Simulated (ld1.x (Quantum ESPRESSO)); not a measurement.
## Building the TM potential for tellurium (revPBE, fully relativistic).

The input file (ld1.x (Quantum ESPRESSO) 7.5):

```
&input
   title='Te', zed=52., rel=2, dft='REVPBE', iswitch=3,
   config='[Kr] 4d10 5s2 5p3.5', rel_dist='average',
   nld=3, rlderiv=1.95, eminld=-3.0, emaxld=5.0, deld=0.02
 /
 &inputp
   pseudotype=2, tm=.true., lloc=0,
   nlcc=.false.,
   file_pseudopw='Te.UPF', file_wfcaegen='ae.wfc', file_wfcncgen='nc.wfc', file_beta='beta', file_chi='chi'
 /
2
5P  2  1   3.50   0.00  1.60  1.60  0.0
5S  1  0   2.00   0.00  1.80  1.80  0.0
 &test
   configts(1)='5s2 5p3.5'
 /
```

Command:

```bash
ld1.x < Te.in > Te.out
```

The program printed (shortened: banner, matrices, multipoles, cross overlaps and the repeated all-electron block are left out):

```
Program LD1 v.7.5
     --------------------------- All-electron run ----------------------------

     Te
     dirac relativistic calculation

     atomic number is 52.00
     dft =REVPBE   lsd =0 sic =0 latt =0  beta=0.20 tr2=1.0E-14
     Exchange-correlation= REVPBE
                           (   1   4   4   4   0   0   0)
     mesh =1245 r(mesh) =  99.36066 a.u. xmin = -7.00 dx = 0.01250
     1 Ry =  13.60569312 eV, c = 137.03599908

     n l j   nl                  e(Ry)          e(Ha)          e(eV)
     Spin orbit split results
     1 0 0.5 1S 1( 2.00)     -2323.4682     -1161.7341    -31612.3959
     2 0 0.5 2S 1( 2.00)      -356.4567      -178.2283     -4849.8401
     2 1 0.5 2P 1( 2.00)      -333.9523      -166.9761     -4543.6520
     2 1 1.5 2P 1( 4.00)      -313.7793      -156.8896     -4269.1842
     3 0 0.5 3S 1( 2.00)       -71.1968       -35.5984      -968.6819
     3 1 0.5 3P 1( 2.00)       -61.9513       -30.9757      -842.8906
     3 1 1.5 3P 1( 4.00)       -58.1909       -29.0955      -791.7280
     4 0 0.5 4S 1( 2.00)       -12.3908        -6.1954      -168.5851
     4 1 0.5 4P 1( 2.00)        -9.2148        -4.6074      -125.3736
     4 1 1.5 4P 1( 4.00)        -8.5020        -4.2510      -115.6758
     3 2 1.5 3D 1( 4.00)       -41.9015       -20.9507      -570.0989
     3 2 2.5 3D 1( 6.00)       -41.1152       -20.5576      -559.4013
     4 2 1.5 4D 1( 4.00)        -3.4389        -1.7194       -46.7885
     4 2 2.5 4D 1( 6.00)        -3.3311        -1.6655       -45.3219
     5 0 0.5 5S 1( 2.00)        -1.4008        -0.7004       -19.0586
     5 1 0.5 5P 1( 1.17)        -0.7519        -0.3760       -10.2302
     5 1 1.5 5P 1( 2.33)        -0.6891        -0.3445        -9.3753
     Averaged results
     1 0     1S 1( 2.00)     -2323.4682     -1161.7341    -31612.3959
     2 0     2S 1( 2.00)      -356.4567      -178.2283     -4849.8401
     2 1     2P 1( 6.00)      -320.5036      -160.2518     -4360.6735
     3 0     3S 1( 2.00)       -71.1968       -35.5984      -968.6819
     3 1     3P 1( 6.00)       -59.4444       -29.7222      -808.7822
     4 0     4S 1( 2.00)       -12.3908        -6.1954      -168.5851
     4 1     4P 1( 6.00)        -8.7396        -4.3698      -118.9084
     3 2     3D 1(10.00)       -41.4297       -20.7149      -563.6803
     4 2     4D 1(10.00)        -3.3742        -1.6871       -45.9085
     5 0     5S 1( 2.00)        -1.4008        -0.7004       -19.0586
     5 1     5P 1( 3.50)        -0.7100        -0.3550        -9.6603

     final scf error:  3.6E-15 reached in  26 iterations

     Etot =  -13593.814662 Ry,   -6796.907331 Ha, -184953.270667 eV

     Ekin =   14376.941231 Ry,    7188.470616 Ha,  195608.250442 eV
     Encl =  -33006.701535 Ry,  -16503.350768 Ha, -449079.052094 eV
     Eh   =    5388.313652 Ry,    2694.156826 Ha,   73311.741997 eV
     Exc  =    -352.368010 Ry,    -176.184005 Ha,   -4794.211012 eV

     normalization and overlap integrals

     s(1S/1S) =  1.000000  <r> =   0.0278  <r2> =    0.0010  r(max) =   0.0178
     s(2S/2S) =  1.000000  <r> =   0.1194  <r2> =    0.0169  r(max) =   0.1014
     s(2P/2P) =  1.000000  <r> =   0.1008  <r2> =    0.0125  r(max) =   0.0780
     s(2P/2P) =  1.000000  <r> =   0.1064  <r2> =    0.0138  r(max) =   0.0830
     s(3S/3S) =  1.000000  <r> =   0.3218  <r2> =    0.1185  r(max) =   0.2934
     s(3P/3P) =  1.000000  <r> =   0.3122  <r2> =    0.1133  r(max) =   0.2791
     s(3P/3P) =  1.000000  <r> =   0.3236  <r2> =    0.1215  r(max) =   0.2897
     s(4S/4S) =  1.000000  <r> =   0.7647  <r2> =    0.6611  r(max) =   0.7038
     s(4P/4P) =  1.000000  <r> =   0.8016  <r2> =    0.7330  r(max) =   0.7216
     s(4P/4P) =  1.000000  <r> =   0.8302  <r2> =    0.7861  r(max) =   0.7492
     s(3D/3D) =  1.000000  <r> =   0.2946  <r2> =    0.1029  r(max) =   0.2372
     s(3D/3D) =  1.000000  <r> =   0.2983  <r2> =    0.1053  r(max) =   0.2402
     s(4D/4D) =  1.000000  <r> =   0.9641  <r2> =    1.0926  r(max) =   0.8076
     s(4D/4D) =  1.000000  <r> =   0.9762  <r2> =    1.1207  r(max) =   0.8177
     s(5S/5S) =  1.000000  <r> =   2.0619  <r2> =    4.8146  r(max) =   1.7972
     s(5P/5P) =  1.000000  <r> =   2.4931  <r2> =    7.1392  r(max) =   2.0881
     s(5P/5P) =  1.000000  <r> =   2.6041  <r2> =    7.7943  r(max) =   2.1679

     ------------------------ End of All-electron run ------------------------

     --------------------- Generating NC pseudopotential ---------------------

      Generating local pot.: lloc=0, matching radius rcloc =   1.8000

     Fully relativistic calculation: |psi|^2

     Wfc 5P LC norm =  0.99993129 SC norm =  0.00006818 missing  0.00000053

     Wfc 5P LC norm =  0.99993704 SC norm =  0.00005343 missing  0.00000952

      Wfc   5P  rcut= 1.606  Using Troullier-Martins method

      Wfc   5P  rcut= 1.606  Using Troullier-Martins method

     ------------------- End of pseudopotential generation -------------------

     Computing logarithmic derivative in   1.94941
     Computing logarithmic derivative in   1.94941
     Computing the partial wave expansion
       no projector for channel:   0
     R is outside the sphere for l=    1 j= 0.50
     R is outside the sphere for l=    1 j= 1.50

     ---------------------- Testing the pseudopotential ----------------------

     Te
     dirac relativistic calculation

     atomic number is 52.00   valence charge is  6.00
     dft =REVPBE   lsd =0 sic =0 latt =0  beta=0.20 tr2=1.0E-14
     mesh =1245 r(mesh) =  99.36066 xmin = -7.00 dx = 0.01250

     n l  j  nl             e AE (Ry)       e PS (Ry)    De AE-PS (Ry)
     1 0 0.5 5S   1( 2.00)       -1.40078       -1.40079        0.00001
     2 1 0.5 5P   1( 1.17)       -0.75190       -0.75188       -0.00003
     2 1 1.5 5P   1( 2.33)       -0.68907       -0.68907       -0.00000

     eps = 8.2E-16  iter = 19

     Etot =  -13593.814662 Ry,   -6796.907331 Ha, -184953.270667 eV
     Etotps =   -15.832322 Ry,      -7.916161 Ha,    -215.409721 eV

     Ekin =       4.733568 Ry,       2.366784 Ha,      64.403470 eV
     Encl =     -28.604658 Ry,     -14.302329 Ha,    -389.186201 eV
     Ehrt =      11.440340 Ry,       5.720170 Ha,     155.653754 eV
     Ecxc =      -3.134222 Ry,      -1.567111 Ha,     -42.643268 eV
     Epseu=      -0.267350 Ry,      -0.133675 Ha,      -3.637476 eV

     ---------------------- End of pseudopotential test ----------------------
```

Note: ghost states, extra bound levels that the all-electron valence spectrum of the same l lacks: p3/2 at -486.6 eV, p1/2 at -420.6 eV. A true bound ghost makes a file unfit for plane-wave use.

Generation and configuration tests took about 1.3 s on one core of a shared server CPU.

Transferability test of the new file with ld1.x, input:

```
&input
   title='Te', zed=52., rel=2, dft='REVPBE', iswitch=2,
   config='[Kr] 4d10 5s2 5p3.5', rel_dist='average'
 /
 &test
   file_pseudo='Te.UPF', nconf=8,
   configts(1)='5s2 5p3.5',
   configts(2)='5s2 5p4',
   configts(3)='5s2 5p3',
   configts(4)='5s2 5p2',
   configts(5)='5s2 5p1',
   configts(6)='5s2 5p4.3',
   configts(7)='5s2 5p0',
   configts(8)='5s1 5p4'
 /
```

```bash
ld1.x < Te.test.in > Te.test.out
```

Pseudopotential blocks of its output, shortened (energy terms left out):

```
     ---------------------- Testing the pseudopotential ----------------------

     n l  j  nl             e AE (Ry)       e PS (Ry)    De AE-PS (Ry)
     1 0 0.5 5S   1( 2.00)       -1.40078       -1.40079        0.00001
     2 1 0.5 5P   1( 1.17)       -0.75190       -0.75188       -0.00003
     2 1 1.5 5P   1( 2.33)       -0.68907       -0.68907       -0.00000

     eps = 3.9E-16  iter = 19

     Etot =  -13593.814662 Ry,   -6796.907331 Ha, -184953.270667 eV
     Etotps =   -15.832322 Ry,      -7.916161 Ha,    -215.409721 eV

     ---------------------- End of pseudopotential test ----------------------

          ---------------------- Testing the pseudopotential ----------------------

     n l  j  nl             e AE (Ry)       e PS (Ry)    De AE-PS (Ry)
     1 0 0.5 5S   1( 2.00)       -1.10468       -1.10429       -0.00038
     2 1 0.5 5P   1( 1.33)       -0.47434       -0.47407       -0.00026
     2 1 1.5 5P   1( 2.67)       -0.41640       -0.41621       -0.00019

     eps = 4.0E-15  iter = 21

     Etot =  -13594.100224 Ry,   -6797.050112 Ha, -184957.155927 eV
     Etotps =   -16.117821 Ry,      -8.058910 Ha,    -219.294120 eV
     dEtot_ae =      -0.285561 Ry
     dEtot_ps =      -0.285498 Ry,   Delta E=      -0.000063 Ry

     ---------------------- End of pseudopotential test ----------------------

          ---------------------- Testing the pseudopotential ----------------------

     n l  j  nl             e AE (Ry)       e PS (Ry)    De AE-PS (Ry)
     1 0 0.5 5S   1( 2.00)       -1.71699       -1.71778        0.00079
     2 1 0.5 5P   1( 1.00)       -1.04853       -1.04908        0.00055
     2 1 1.5 5P   1( 2.00)       -0.98065       -0.98116        0.00051

     eps = 1.3E-15  iter = 19

     Etot =  -13593.387050 Ry,   -6796.693525 Ha, -184947.452703 eV
     Etotps =   -15.404602 Ry,      -7.702301 Ha,    -209.590289 eV
     dEtot_ae =       0.427612 Ry
     dEtot_ps =       0.427720 Ry,   Delta E=      -0.000108 Ry

     ---------------------- End of pseudopotential test ----------------------

          ---------------------- Testing the pseudopotential ----------------------

     n l  j  nl             e AE (Ry)       e PS (Ry)    De AE-PS (Ry)
     1 0 0.5 5S   1( 2.00)       -2.39741       -2.40116        0.00375
     2 1 0.5 5P   1( 0.67)       -1.68790       -1.69073        0.00283
     2 1 1.5 5P   1( 1.33)       -1.60945       -1.61208        0.00263

     eps = 7.2E-15  iter = 17

     Etot =  -13592.072215 Ry,   -6796.036107 Ha, -184929.563459 eV
     Etotps =   -14.088269 Ry,      -7.044134 Ha,    -191.680658 eV
     dEtot_ae =       1.742448 Ry
     dEtot_ps =       1.744054 Ry,   Delta E=      -0.001606 Ry

     ---------------------- End of pseudopotential test ----------------------

          ---------------------- Testing the pseudopotential ----------------------

     n l  j  nl             e AE (Ry)       e PS (Ry)    De AE-PS (Ry)
     1 0 0.5 5S   1( 2.00)       -3.12840       -3.13669        0.00830  !
     2 1 0.5 5P   1( 0.33)       -2.37637       -2.38193        0.00556  !
     2 1 1.5 5P   1( 0.67)       -2.28677       -2.29155        0.00478

     eps = 6.9E-15  iter = 16

     Etot =  -13590.099659 Ry,   -6795.049830 Ha, -184902.725472 eV
     Etotps =   -12.111684 Ry,      -6.055842 Ha,    -164.787857 eV
     dEtot_ae =       3.715003 Ry
     dEtot_ps =       3.720638 Ry,   Delta E=      -0.005635 Ry

     ---------------------- End of pseudopotential test ----------------------

          ---------------------- Testing the pseudopotential ----------------------

     n l  j  nl             e AE (Ry)       e PS (Ry)    De AE-PS (Ry)
     1 0 0.5 5S   1( 2.00)       -0.93871       -0.93825       -0.00046
     2 1 0.5 5P   1( 1.43)       -0.31876       -0.31848       -0.00028
     2 1 1.5 5P   1( 2.87)       -0.26367       -0.26349       -0.00019

     eps = 3.2E-15  iter = 24

     Etot =  -13594.207662 Ry,   -6797.103831 Ha, -184958.617703 eV
     Etotps =   -16.225190 Ry,      -8.112595 Ha,    -220.754953 eV
     dEtot_ae =      -0.393000 Ry
     dEtot_ps =      -0.392867 Ry,   Delta E=      -0.000133 Ry

     ---------------------- End of pseudopotential test ----------------------

          ---------------------- Testing the pseudopotential ----------------------

     n l  j  nl             e AE (Ry)       e PS (Ry)    De AE-PS (Ry)
     1 0 0.5 5S   1( 2.00)       -3.89919       -3.90864        0.00945  !
     2 1 0.5 5P   1( 0.00)       -3.10461       -3.10505        0.00044
     2 1 1.5 5P   1( 0.00)       -3.00348       -3.00019       -0.00329

     eps = 5.4E-15  iter = 13

     Etot =  -13587.425877 Ry,   -6793.712938 Ha, -184866.346812 eV
     Etotps =    -9.434833 Ry,      -4.717416 Ha,    -128.367439 eV
     dEtot_ae =       6.388786 Ry
     dEtot_ps =       6.397490 Ry,   Delta E=      -0.008704 Ry

     ---------------------- End of pseudopotential test ----------------------

          ---------------------- Testing the pseudopotential ----------------------

     n l  j  nl             e AE (Ry)       e PS (Ry)    De AE-PS (Ry)
     1 0 0.5 5S   1( 1.00)       -1.77385       -1.77054       -0.00331
     2 1 0.5 5P   1( 1.33)       -1.09561       -1.09570        0.00009
     2 1 1.5 5P   1( 2.67)       -1.02543       -1.02635        0.00091

     eps = 7.5E-15  iter = 19

     Etot =  -13592.667628 Ry,   -6796.333814 Ha, -184937.664473 eV
     Etotps =   -14.686887 Ry,      -7.343444 Ha,    -199.825280 eV
     dEtot_ae =       1.147034 Ry
     dEtot_ps =       1.145435 Ry,   Delta E=       0.001599 Ry

     ---------------------- End of pseudopotential test ----------------------
```
